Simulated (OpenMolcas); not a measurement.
**Mn2+: moving or changing the point charges**

Mn2+ among 6 point charges of -2.2 e arranged as an octahedron (Oh), 2.06 Å from the ion.
```
   2.0600    0.0000    0.0000  -2.20
   0.0000    2.0600    0.0000  -2.20
  -2.0600    0.0000    0.0000  -2.20
   0.0000   -2.0600    0.0000  -2.20
   0.0000    0.0000    2.0600  -2.20
   0.0000    0.0000   -2.0600  -2.20
```

```yaml
Program: OpenMolcas
Method: CASSCF
Basis: ANO-RCC-VDZP [5s4p2d1f]
Scalar_Hamiltonian: DKH2, point nucleus
Active_space: 5 electrons in 5 orbitals (3d)
State_averaging: 2S+1 = 6 even, 1 root; 2S+1 = 4 even, 24 roots; 2S+1 = 2 even, 75 roots
Spin-orbit_coupling: state interaction with AMFI integrals over the reference wave functions
```

Runs around this geometry, states (labels of O, the rotations of Oh). Energies in cm-1 above the lowest state or level, χT in cm3 K/mol; 10Dq and B are least-squares fits to the states below 45000 cm-1, weighted by degeneracy, with a free offset, and given where the rms deviation is under 5 % of |10Dq| (or 100 cm-1) and under 700 cm-1.

```tsv
R (Å)	q (e)	Ground state	10Dq	B (rms of fit)	First gap with spin-orbit (degeneracies)	χT at 300 K	First state of another spin
2.06	-1.43	6A1	3854	1105 (137)	29813 (6, 2)	4.386	4T1 29845
1.97	-2.2	6A1	7101	1082 (291)	26796 (6, 2)	4.386	4T1 26840
2.06	-2.2	6A1	5852	1092 (235)	28022 (6, 2)	4.386	4T1 28062
```

Taking |10Dq| as R^-n, n = -ln(5852 / 7101) / ln(2.06 / 1.97) = 4.3 between the shortest and longest distance. The point-charge formula for a cubic d site gives n = 5.

Scaling the charges by -1.43 / -2.2 = 0.65 scales |10Dq| by 3854 / 5852 = 0.66; with fixed orbitals a first-order splitting would follow the charge.

Without dynamic correlation the repulsion within the d shell is too large (B by tens of per cent), so at a given field states of lower spin stand too high. This is an electrostatic model: the charges have no orbitals. No measured value stands beside these numbers.
